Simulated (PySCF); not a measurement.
## Telling isomers of C$_{5}$H$_{6}$F$_{4}$O apart by NMR

Calculated, not measured (PySCF 2.14): coordinates at the GFN2-xTB level, PBE0/pcSseg-1 with gauge-including orbitals. Single conformer, non-relativistic Hamiltonian, rapidly exchanging positions averaged, isolated molecule.

Referencing at the same level of theory: TMS for 1H, 13C. Splittings of carbon signals by F and P are missing where no couplings were computed. Where no couplings were computed, multiplicities follow the n + 1 count of equivalent neighbours, and m marks all less simple cases (inequivalent or close neighbours, rings, F or P nearby). Shifts are as computed. Against solution values, carbons near 30 ppm lie about +3 ppm off and those near 130 ppm about +5 ppm (rms about the fit 2.1 ppm; single classes can miss by 10 ppm). Of 1328 compounds with measured shifts, 309 miss one by over three times the rms of a fit or turn the order of signals round; such compounds aren't used in these exercises. Signals without a measured value on file couldn't be tested in this way; 1H shifts scatter by 0.2 ppm about their fit, and single ones miss by 0.5 ppm.

(1) Tabulate the signals of `C=C[C@](F)(OC)C(F)(F)F`, `C/C(=C/CF)OC(F)(F)F` and their relative energies.

(2) What is the quickest way to tell C=C[C@](F)(OC)C(F)(F)F from C/C(=C/CF)OC(F)(F)F?

Answers

(1) 
```tsv
SMILES	carbon types	δC	δH	E rel. (kcal/mol)
C=C[C@](F)(OC)C(F)(F)F	2×C 1×CH 1×CH2 1×CH3	140.1, 131.6, 130.5, 113.7, 55.2	6.24 (m, 1H), 6.11 (m, 1H), 6.04 (m, 1H), 3.91 (s, 3H)	9.5
C/C(=C/CF)OC(F)(F)F	2×C 1×CH 1×CH2 1×CH3	152.2, 129.5, 123.7, 82.5, 20.8	5.61 (m, 1H), 5.60 (m, 2H), 2.25 (s, 3H)	0.0
```

Energies are electronic energies at PBE0/pcSseg-1 on these geometries, without zero-point or thermal terms, each for the one conformer computed, which needn't be the lowest.

(2) Both give the same number of carbon signals, with the same numbers of each carbon type, so the positions decide. The first has a terminal =CH2 carbon at 131.6 ppm, the second an allylic sp3 CH2 bonded to F at 82.5 ppm. Their most deshielded carbons lie at 140.1 and 152.2 ppm. In the proton spectra the most deshielded non-exchanging signals are 6.24 (m, 1H) and 5.61 (m, 1H).
